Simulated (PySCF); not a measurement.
CrO2F2, SMILES [F][Cr](=[O])([F])=[O], multiplicity 1. Atoms are numbered in the order given.

```xyz
5

Cr     0.0000     0.0000     0.0517
O      0.0000     1.2351     0.9460
O      0.0000    -1.2351     0.9460
F     -1.3833     0.0000    -0.9098
F      1.3833     0.0000    -0.9098
```

The structure is a stationary point at PBE0-D3(BJ)/def2-SVP. The multiplicity is an assumed one; other spin states were not compared. The isomer is the one that the SMILES or the coordinates give; other isomers of the formula were not compared.

Level of theory: PBE/pcSseg-1 run with PySCF.

GIAO shieldings, no solvent; atoms alike by connectivity are averaged. δ = σ(ref) − σ: ¹⁷O against H2O (σ = 334.3 ppm); ¹⁹F against CFCl3 (σ = 133.6 ppm), references at their B3LYP-D3(BJ)/def2-TZVP geometries, non-relativistic.

Computed chemical shifts:
```tsv
nucleus	atoms	count	δ (ppm)
¹⁷O	O2, O3	2	1259.1
¹⁹F	F4, F5	2	236.8
```
